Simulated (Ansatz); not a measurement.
Born–Oppenheimer molecular dynamics of C2H7ClOSi (12 atoms, charge 0, multiplicity 1). It starts from a relaxed structure.

Method: Ansatz, UKS PBE0/STO-3G.

```
ensemble             : NVT, Nosé–Hoover chain
time step            : 0.25 fs
steps asked          : 500
set temperature      : 1000 K
thermostat           : time constant 100 fs, chain length 3 (defaults)
temperature schedule : 125 steps to 1000 K, then 375 steps to 3000 K
seed                 : 372761
```

First frame:

```xyz
12
Properties=species:S:1:pos:R:3
C -0.656 -1.657 0.818
C -0.319 -0.190 0.458
Cl 0.450 0.611 2.010
O 0.544 -0.158 -0.644
Si 0.823 1.435 -1.269
H -1.299 -1.687 1.705
H 0.267 -2.216 1.018
H -1.181 -2.125 -0.027
H -1.250 0.413 0.335
H 1.804 2.138 -0.474
H -0.425 2.168 -1.290
H 1.319 1.213 -2.605
```

Q: What does the run give?

A: All steps were run.

```json
{
 "steps done": "500",
 "time covered": "125 fs",
 "mean temperature over the second half": "603 K",
 "spread of the potential energy over the second half": "15.9 meV per atom",
 "mean potential energy of the second half above the start": "71.3 meV per atom"
}
```

The conserved energy stayed within 0.25 meV per atom of its start (net change 0.2 meV per atom), so the integration is sound. The schedule's set-point averaged 2333 K over the second half and the system 603 K, so it lags behind the ramp. A run of 0.12 ps of so small a system gives no equilibrium averages. Limits of this set-up: minimal basis.

Q: What happens to the structure?

A: The same pairs are bonded in the first frame and the last. Pairs count as bonded within 1.25 times the sum of covalent radii (0.12 Å more for H–H). Another seed would give other details.

Q: How do temperature and energy run in time?

A: 
```tsv
time (fs)	T (K)	potential energy less start (eV)	conserved less start (meV/atom)
0	1000	0.000	0.00
10.75	651	0.455	0.13
21.5	529	0.625	0.16
32.25	557	0.607	0.08
43	654	0.508	0.09
53.75	385	0.896	0.18
64.5	405	0.918	0.21
75.25	476	0.887	0.13
86	668	0.704	0.08
96.75	535	0.959	0.16
107.5	758	0.749	0.20
118.25	856	0.703	0.09
```

Run time: 12 min on 1 thread of AMD EPYC 9R45 96-Core Processor (Zen 5), with other jobs on the host, peak memory 0.17 GiB.
